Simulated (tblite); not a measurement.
Compound: C3H10S2Si2.
Geometry (GFN2-xTB, Å), atoms numbered from 1 in this order:
```xyz
17
C3H10S2Si2 angstrom
C     -3.1353    0.4871    0.5464
C     -2.6633    0.4326   -0.6854
S     -1.0084    0.1509   -1.2038
Si     0.1473   -0.2823    0.5728
S     -0.6733   -1.9654    1.6614
C      1.8813   -0.6538   -0.0742
Si     2.8626    0.8731   -0.6596
H     -4.1822    0.6699    0.7180
H     -2.5215    0.3478    1.4192
H     -3.2953    0.5742   -1.5489
H      0.0582    0.8172    1.5206
H     -1.0651   -2.6567    0.6025
H      1.8114   -1.3610   -0.9022
H      2.4424   -1.1582    0.7120
H      2.1591    1.5147   -1.7672
H      4.1875    0.4232   -1.0899
H      2.9875    1.7990    0.4673
```

Computed with GFN2-xTB (tblite): harmonic, unscaled wavenumbers at the GFN2-xTB geometry, gas phase. This tight-binding method is rough: wavenumbers can miss measured ones by several per cent, in bad cases by 10 to 20. Modes of hydrogen on silicon and sulfur can be 10 to 20 % off. One conformer, not necessarily the lowest.

Harmonic wavenumbers (cm⁻¹): 28.8, 32.7, 41.6, 72.8, 90.8, 112.2, 124.9, 155.4, 189.4, 204.6, 389.7, 444.8, 489.5, 517.7, 535.5, 562.7, 593.5, 629.6, 690.7, 704.4, 715.0, 730.2, 779.2, 782.7, 788.0, 827.4, 849.3, 980.9, 1011.2, 1016.4, 1135.2, 1246.0, 1388.0, 1437.1, 1657.1, 2262.2, 2264.2, 2293.5, 2324.0, 2470.2, 2968.0, 2986.7, 3079.3, 3106.2, 3135.5.

A = 1556, B = 764.8, C = 560.6 MHz; mass 165.976 u (most abundant isotopes); point group C1, symmetry number 1.

Problem. What is the zero-point energy?

Solution. Half the sum of the wavenumbers: 24422 cm⁻¹ = 69.83 kcal/mol.

Problem. What is S at 298.15 K and 1 bar for an ideal gas of classical rigid rotors and harmonic oscillators?

Solution. Translation 41.25, rotation 30.56, vibration 45.33: S = 117.1 cal/(mol K).

Problem. And Cp and H(298.15 K) − H(0)?

Solution. Cp = 45.19 cal/(mol K), of which vibrations give 37.24 (their classical limit is 45 R = 89.4); H(298.15 K) − H(0) = 8.65 kcal/mol without the zero-point energy, 6.28 from vibrations.

Problem. Blend soft modes into free rotors: weight 1/[1 + (100 cm⁻¹/ν̃)⁴] for the oscillator and the rest for a rotor with moment μB/(μ + B), μ = h/(8π²ν), B = 10⁻⁴⁴ kg m². What vibrational entropy results?

Solution. 39.00 cal/(mol K) in place of 45.33, which changes −T·S at 298.15 K by +1.89 kcal/mol.

Problem. Which modes carry the vibrational entropy at 298.15 K?

Solution. 28.8 cm⁻¹: 5.91; 32.7 cm⁻¹: 5.66; 41.6 cm⁻¹: 5.18; 72.8 cm⁻¹: 4.08; 90.8 cm⁻¹: 3.64; 112.2 cm⁻¹: 3.23 cal/(mol K); the other 39 give 17.63 together.

Problem. What must be added to the electronic energy to get the Gibbs energy at 298.15 K and 1 bar?

Solution. ZPE + [H(298.15 K) − H(0)] − T·S = 69.83 + 8.65 − 34.93 = 43.55 kcal/mol.

Problem. How do the functions run with temperature in this model?

Solution. 
```tsv
T (K)	S (cal/(mol K))	Cp (cal/(mol K))	H − H(0) (kcal/mol)	G − H(0) (kcal/mol)	ln q(vib)
100	81.1	24.6	1.75	-6.36	4.25
200	101.2	34.9	4.71	-15.54	8.55
300	117.4	45.4	8.74	-26.49	12.27
500	144.3	59.9	19.40	-52.77	18.90
800	175.5	72.5	39.44	-100.96	27.42
1000	192.3	78.0	54.53	-137.79	32.36
```

q(vib) and H(0) count from the zero-point level.

Hindered rotation and anharmonicity are outside this model. Other conformers, if any are populated, would add a mixing term that is left out. The structure is chiral; the term R ln 2 for an equal mix with its mirror image is left out.

On an Arm Neoverse N1 with one thread, shared host with 64 logical CPUs at a one-minute load of 61, this took 1.5 s of wall time. This covers the Hessian and the dipole derivatives.
